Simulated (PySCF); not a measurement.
CF3O2S, SMILES O=[S](=O)C(F)(F)F, multiplicity 2. Atoms are numbered in the order given.

```xyz
7

O      1.4740     0.1994     1.2926
S      1.0154    -0.3326     0.0000
O      1.4740     0.1994    -1.2926
C     -0.8695     0.0073     0.0000
F     -1.0756     1.3033     0.0000
F     -1.3851    -0.5357    -1.0789
F     -1.3851    -0.5357     1.0789
```
Charge 0, spin multiplicity 2.

Geometry: PBE0-D3(BJ)/def2-SVP. The isomer is the one that the SMILES or the coordinates give; other isomers of the formula were not compared.

Level of theory: B3LYP/pcH-1 (PySCF).

Unrestricted Kohn–Sham, ⟨S²⟩ = 0.756. Hyperfine tensors hold the contact and dipolar terms, without spin-orbit corrections.

Computed hyperfine couplings:
| nucleus | A(iso) (MHz) | A(iso) (G) | dipolar principal values (MHz) |
|---|---|---|---|
| 17O no. 1 | -14.0 | -5.0 | -100.3, 48.1, 52.2 |
| 33S no. 2 | 180.8 | 64.5 | -32.4, -27.0, 59.3 |
| 17O no. 3 | -14.0 | -5.0 | -100.3, 48.1, 52.2 |
| 13C no. 4 | 193.0 | 68.9 | -17.3, -16.8, 34.1 |
| 19F no. 5 | 74.8 | 26.7 | -61.4, -58.3, 119.7 |
| 19F no. 6 | 23.8 | 8.5 | -29.6, -27.4, 57.0 |
| 19F no. 7 | 23.8 | 8.5 | -29.6, -27.4, 57.0 |
